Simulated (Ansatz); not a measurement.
```xyz
12

C     0.1603   -2.0935   -0.0970
C    -0.0242   -0.6893    0.3592
C     0.0521    0.3948   -0.4043
F     0.3216    0.2557   -1.7298
Si   -0.1759    2.1643    0.1543
H     0.3818   -2.1429   -1.1623
H    -0.7400   -2.6838    0.0983
H     0.9772   -2.5724    0.4509
H    -0.2421   -0.5175    1.4088
H    -0.4619    2.1396    1.6107
H     1.0559    2.9510   -0.1113
H    -1.3049    2.7942   -0.5775
```

Total charge 0; spin multiplicity 1.

Q: List the PBE0/def2-TZVPP orbital energies in eV (Ansatz 0.2.0). (Estimate.)

A: Ansatz gave: Occupied: -1802.60, -674.15, -280.07, -278.57, -278.26, -144.96, -99.62, -99.61, -99.60, -33.96, -22.42, -19.57, -16.44, -15.54, -13.83, -13.05, -12.78, -11.75, -11.65, -10.58, -9.91, -9.85, -9.27, -7.35. Lowest empty: -0.10, 0.64, 1.18, 1.62, 1.77, 1.90, 2.79, 3.12.
